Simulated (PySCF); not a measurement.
**Bond curve of LaP**

Set-up: PySCF, spin-free X2C with a Gaussian nucleus, basis sets La x2c-SVPall, P x2c-SVPall. Energies in eV from La (5d1 6s2) + P in their ground configurations at the same level. State: singlet, about 0.1 electrons in the 4f shell (Mulliken).

All columns are PBE0. A positive dipole means La(−)P(+).

```json
{"R (Å)": "2.042", "E (eV)": "-2.290", "μ (D)": "-5.89", "Mulliken charge on La (basis-dependent)": "0.09", "HOMO (eV)": "-3.92", "LUMO (eV)": "-1.68", "Mayer bond order": "3.16", "⟨S²⟩": "0.00"}
{"R (Å)": "2.137", "E (eV)": "-3.152", "μ (D)": "-6.53", "Mulliken charge on La (basis-dependent)": "0.15", "HOMO (eV)": "-4.02", "LUMO (eV)": "-1.80", "Mayer bond order": "3.15", "⟨S²⟩": "0.00"}
{"R (Å)": "2.232", "E (eV)": "-3.632", "μ (D)": "-7.04", "Mulliken charge on La (basis-dependent)": "0.20", "HOMO (eV)": "-4.12", "LUMO (eV)": "-1.91", "Mayer bond order": "3.13", "⟨S²⟩": "0.00"}
{"R (Å)": "2.303", "E (eV)": "-3.804", "μ (D)": "-7.35", "Mulliken charge on La (basis-dependent)": "0.23", "HOMO (eV)": "-4.19", "LUMO (eV)": "-1.99", "Mayer bond order": "3.12", "⟨S²⟩": "0.00"}
{"R (Å)": "2.374", "E (eV)": "-3.852", "μ (D)": "-7.61", "Mulliken charge on La (basis-dependent)": "0.25", "HOMO (eV)": "-4.26", "LUMO (eV)": "-2.06", "Mayer bond order": "3.10", "⟨S²⟩": "0.00"}
{"R (Å)": "2.445", "E (eV)": "-3.804", "μ (D)": "-7.83", "Mulliken charge on La (basis-dependent)": "0.26", "HOMO (eV)": "-4.32", "LUMO (eV)": "-2.13", "Mayer bond order": "3.09", "⟨S²⟩": "0.00"}
{"R (Å)": "2.540", "E (eV)": "-3.626", "μ (D)": "-8.06", "Mulliken charge on La (basis-dependent)": "0.26", "HOMO (eV)": "-4.38", "LUMO (eV)": "-2.21", "Mayer bond order": "3.08", "⟨S²⟩": "0.00"}
{"R (Å)": "2.659", "E (eV)": "-3.277", "μ (D)": "-8.27", "Mulliken charge on La (basis-dependent)": "0.26", "HOMO (eV)": "-4.27", "LUMO (eV)": "-2.30", "Mayer bond order": "3.07", "⟨S²⟩": "0.00"}
{"R (Å)": "2.801", "E (eV)": "-2.746", "μ (D)": "-8.44", "Mulliken charge on La (basis-dependent)": "0.26", "HOMO (eV)": "-4.17", "LUMO (eV)": "-2.39", "Mayer bond order": "3.07", "⟨S²⟩": "0.00"}
{"R (Å)": "2.991", "E (eV)": "-1.951", "μ (D)": "-8.53", "Mulliken charge on La (basis-dependent)": "0.25", "HOMO (eV)": "-4.07", "LUMO (eV)": "-2.50", "Mayer bond order": "3.06", "⟨S²⟩": "0.00"}
```

A fit through these points gives, at Re = 2.371 Å, μ = -7.60 D and dμ/dR = -3.37 D/Å; the reduced mass is 25.33 u.

Q: How strong is the fundamental in the double-harmonic approximation, I = 42.26·(dμ/dR)²/μred km/mol?

A: I = 42.26·(-3.37)²/25.33 = 18.9 km/mol at PBE0.

These are scalar-relativistic numbers at best; spin–orbit coupling would shift them, the dissociation energy most.
